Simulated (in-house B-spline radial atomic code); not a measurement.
Response and correlation of Hf XLV (Hf44+)

Closed shell [Ar] 3d10. Computed with an all-electron radial atomic-structure program (B-spline basis): Dirac-Hartree-Fock, relativistic RPA (time-dependent Dirac-Hartree-Fock) for the response and second-order many-body perturbation theory for correlation, no-pair Dirac-Coulomb Hamiltonian, finite nucleus.

```csv
"multipole (bohr³, bohr⁵, bohr⁷)",uncoupled,coupled RPA
dipole,0.0024595,?
quadrupole,0.00014708,0.00015124
octupole,1.3071e-05,1.3531e-05
```

Q: What is the coupled dipole polarisability?

A: 0.0024134 atomic units, -2 % against the uncoupled value.

Q: Which subshells carry the dipole polarisability?

A: 3d5/2 47.4 %, 3d3/2 30.0 %, 3p3/2 14.7 %.

Q: What does the dipole shielding factor come to?

A: The dipole shielding factor is 0.389, against the exact N/Z = 28/72 = 0.389 of the non-relativistic theorem.

Dipole polarisability at imaginary frequency:

```csv
u (Eh),α(iu) (bohr³)
0,0.002413
6.04,0.0024
15.1,0.002331
30.2,0.002117
45.3,0.001844
60.4,0.001569
90.6,0.001117
121,0.0008073
151,0.0006041
211,0.0003692
302,0.0002066
453,0.0001026
604,6.124e-05
906,2.895e-05
1510,1.096e-05
3020,2.851e-06
```

Q: What dispersion coefficients follow for two such ions (the dispersion part alone)?

A: C6 = (3/π)∫α(iu)²du = 0.0003697 hartree·bohr⁶ and C8 = 0.0001207 hartree·bohr⁸.

Lowest J = 1 odd-parity excitations:

| energy (eV) | oscillator strength | leading channel | weight |
| --- | --- | --- | --- |
| 1604.7 | 0.146 | 3d3/2 → p1/2 | 0.993 |
| 1634.8 | 0.28 | 3d5/2 → p3/2 | 0.988 |
| 1692.6 | 0.0295 | 3d3/2 → p3/2 | 0.994 |
| 1885.4 | 0.358 | 3p3/2 → s1/2 | 0.996 |
| 1939.2 | 0.00691 | 3d5/2 → f5/2 | 0.903 |
| 1966 | 1.75 | 3d5/2 → f7/2 | 0.766 |
| 2028.5 | 5.46 | 3d3/2 → f5/2 | 0.861 |
| 2155.4 | 0.0726 | 3p1/2 → s1/2 | 0.989 |

Second-order correlation energy by the highest angular momentum of the excited pair (hartree): s -0.02682, p -0.2065, d -0.4831, f -0.551, g -0.1852, h -0.08074, i -0.03664, k -0.01859.

Q: What is the second-order correlation energy at the partial-wave limit?

A: The listed waves sum to -1.5886 hartree; extrapolating the increments as (l + 1/2)⁻⁴ gives -1.6266 hartree, -1.58 eV per electron.
